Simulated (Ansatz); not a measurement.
Breaking the Ga1–H2 bond in ClFGaH (SMILES [F][GaH][Cl]) (multiplicity 1 held, fragments rigid). Energies count from the point at 1.542 Å.
Geometry at that point (charge 0, multiplicity 1):
```xyz
4

Ga    -0.420     0.095    -0.345
H     -1.610    -0.419    -1.180
F     -0.005     1.800    -0.332
Cl     0.864    -1.101     0.875
```

Signs of static correlation in def2-TZVPP, with CASSCF(2,2), from Ansatz (a quantum-chemistry and plane-wave program) runs.

| R (Å) | T1 of restricted CCSD | ⟨S²⟩ of UHF | largest double amplitude of restricted CCSD | weight of the CASSCF reference in MRCISD | CASSCF natural occupations |
|---|---|---|---|---|---|
| 1.233 | 0.012 | 0.000 | 0.034 | 0.893 | 1.99 0.01 |
| 1.388 | 0.012 | 0.000 | 0.034 | 0.893 | 1.98 0.02 |
| 1.542 | 0.012 | 0.000 | 0.034 | 0.893 | 1.98 0.02 |
| 1.696 | 0.012 | 0.000 | 0.034 | 0.893 | 1.97 0.03 |
| 1.850 | 0.013 | 0.000 | 0.060 | 0.893 | 1.95 0.05 |
| 2.081 | 0.013 | 0.000 | 0.112 | 0.893 | 1.92 0.08 |
| 2.313 | 0.015 | 0.366 | 0.169 | 0.893 | 1.87 0.13 |
| 2.698 | 0.020 | 0.771 | [?] | 0.894 | 1.73 0.27 |
| 3.083 | [?] | 0.919 | 0.422 | 0.894 | 1.54 0.46 |
| 3.546 | 0.036 | 0.979 | 0.587 | 0.895 | 1.33 0.67 |
| 4.163 | 0.044 | 1.000 | 0.751 | 0.895 | 1.15 0.85 |
| 4.933 | 0.046 | 1.005 | 0.854 | 0.895 | 1.05 0.95 |

### Question
Some entries are withheld; supply them.

### Answer

- 2.698, largest double amplitude of restricted CCSD: 0.285
- 3.083, T1 of restricted CCSD: 0.027

Doubts at one or more of the structures used: a restricted determinant that unrestricted orbitals would lower (R-CCSD(T)/def2-TZVPP); other coupled-cluster roots lie near (R-CCSD(T)/def2-TZVPP); a spin-contaminated determinant (U-CCSD(T)/def2-TZVPP); T1 above 0.05 (U-CCSD(T)/def2-TZVPP).
